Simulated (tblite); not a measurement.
C6H10GeS.
Numbering: `[CH:1]#[C:2][GeH2:3][C@H:4]1[CH2:5][CH2:6][S:7][CH2:8]1` (hydrogens: H9 on C1; H10, H11 on Ge3; H12 on C4; H13, H14 on C5; H15, H16 on C6; H17, H18 on C8)

Computed with GFN2-xTB (tblite), gas phase: L-BFGS steps from a force-field or distance-geometry start until the largest atomic force falls under 0.01 eV/Å.

Step 6: E = -626.6825 eV
```
atom  x, y, z in Å  |  force x, y, z in eV/Å
C1     -3.1078   -0.9274    1.1723   -0.034  -0.026   0.026
C2     -2.5079   -0.1390    0.4895   -0.013   0.049  -0.021
Ge3    -1.5383    1.0937   -0.5812    0.041  -0.034   0.005
C4      0.3506    0.5200   -0.6902    0.123  -0.041   0.003
C5      0.9982    0.4338    0.6850   -0.037   0.030   0.059
C6      2.3191   -0.2978    0.5271    0.079   0.024   0.023
S7      2.0902   -1.5338   -0.7971    0.018  -0.054  -0.047
C8      0.4744   -0.8537   -1.3161   -0.084  -0.048  -0.041
H9     -3.6468   -1.6119    1.7681    0.062   0.044  -0.047
H10    -2.1400    1.1222   -1.9504   -0.119   0.042  -0.027
H11    -1.6103    2.4482    0.0536   -0.105   0.058   0.010
H12     0.9140    1.2358   -1.2963    0.047   0.008  -0.017
H13     0.3495   -0.1157    1.3710   -0.043  -0.074  -0.009
H14     1.1691    1.4279    1.1001   -0.033   0.050   0.054
H15     2.6220   -0.8132    1.4384    0.036   0.015  -0.067
H16     3.1127    0.3780    0.2061    0.032  -0.012   0.020
H17    -0.2963   -1.5389   -0.9523    0.004   0.012   0.017
H18     0.4387   -0.8217   -2.4060    0.028  -0.041   0.058
```

Step 7: E = -626.6863 eV
```
atom  x, y, z in Å  |  force x, y, z in eV/Å
C1     -3.1073   -0.9250    1.1703    0.039   0.060  -0.049
C2     -2.5098   -0.1338    0.4878   -0.051  -0.038   0.041
Ge3    -1.5381    1.0921   -0.5812    0.039   0.044  -0.051
C4      0.3510    0.5212   -0.6905    0.148  -0.061   0.004
C5      0.9974    0.4350    0.6854    0.032  -0.013   0.078
C6      2.3230   -0.2956    0.5283   -0.005   0.026  -0.004
S7      2.0892   -1.5311   -0.7957    0.028  -0.077  -0.059
C8      0.4715   -0.8535   -1.3150   -0.006  -0.047  -0.001
H9     -3.6420   -1.6094    1.7651    0.002  -0.022   0.013
H10    -2.1491    1.1266   -1.9463   -0.100   0.028  -0.033
H11    -1.6204    2.4462    0.0510   -0.087   0.075   0.025
H12     0.9213    1.2322   -1.2948    0.020   0.029  -0.037
H13     0.3470   -0.1184    1.3668   -0.023  -0.078   0.005
H14     1.1644    1.4281    1.1054   -0.029   0.039   0.037
H15     2.6293   -0.8173    1.4347    0.010   0.040  -0.044
H16     3.1191    0.3765    0.2055    0.007   0.010   0.027
H17    -0.2965   -1.5398   -0.9515   -0.029   0.001   0.037
H18     0.4414   -0.8278   -2.4036    0.006  -0.015   0.011
```

**Question.** Estimate the geometry and energy of step 8. (The exact step hangs on the optimiser's Hessian estimate; all steps are aligned on step 7, rigid shifts and turns removed.)

**Answer.** E = -626.6888 eV, largest force 0.129 eV/Å
```
atom  x, y, z in Å  |  force x, y, z in eV/Å
C1     -3.1069   -0.9230    1.1688    0.059   0.080  -0.067
C2     -2.5116   -0.1302    0.4868   -0.042  -0.056   0.045
Ge3    -1.5370    1.0915   -0.5818    0.027   0.098  -0.080
C4      0.3539    0.5210   -0.6907    0.111  -0.045   0.008
C5      0.9974    0.4356    0.6872    0.063  -0.041   0.060
C6      2.3256   -0.2938    0.5287   -0.045   0.011  -0.025
S7      2.0890   -1.5308   -0.7959    0.032  -0.064  -0.039
C8      0.4696   -0.8544   -1.3142    0.057  -0.042   0.029
H9     -3.6385   -1.6080    1.7630   -0.032  -0.056   0.045
H10    -2.1575    1.1302   -1.9444   -0.075   0.017  -0.021
H11    -1.6291    2.4466    0.0497   -0.069   0.064   0.023
H12     0.9268    1.2303   -1.2946    0.009   0.027  -0.039
H13     0.3447   -0.1219    1.3640    0.006  -0.065   0.005
H14     1.1605    1.4292    1.1098   -0.028   0.006   0.022
H15     2.6346   -0.8193    1.4313   -0.001   0.044  -0.017
H16     3.1237    0.3758    0.2057   -0.015   0.023   0.023
H17    -0.2974   -1.5405   -0.9501   -0.043  -0.003   0.048
H18     0.4434   -0.8322   -2.4019   -0.013   0.000  -0.020
```

The energy changes by -0.0025 eV. The first-order estimate −F·Δx gives -0.0034 eV and the mean of the old and new forces, exact on a quadratic surface, -0.0025 eV. The step makes an angle of 61° with the force vector and moves no atom by more than 0.009 Å.

What follows is the cost of the whole relaxation. Hardware: Arm Neoverse V1, one thread, shared host. Cost: 0.36 s.
